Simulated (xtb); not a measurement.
H3Al (SMILES [AlH3]), singlet, geometry from GFN2-xTB (such geometries of metal compounds can be far from the true shape). Base run: xtb with GFN0-xTB.

Geometry (Å):
```xyz
4

Al     0.0000     0.0000     0.0000
H      0.6428    -0.4551     1.3386
H     -0.2758     1.5068    -0.2562
H     -0.3670    -1.0516    -1.0823
```
All else is at xtb's defaults.
Base energy -3.11145 Eh.

The base run was repeated with changes; each row names its change, and settings that it needs were set with it.

```csv
change,ΔE vs base (kcal/mol),HOMO-LUMO gap (eV)
base,0.000,7.42
etemp = 10000,___,7.42
acc = 1000,0.000,7.42
acc = 30,0.000,7.42
```

Fill in the missing entries.


- etemp = 10000, ΔE vs base (kcal/mol): -2.19
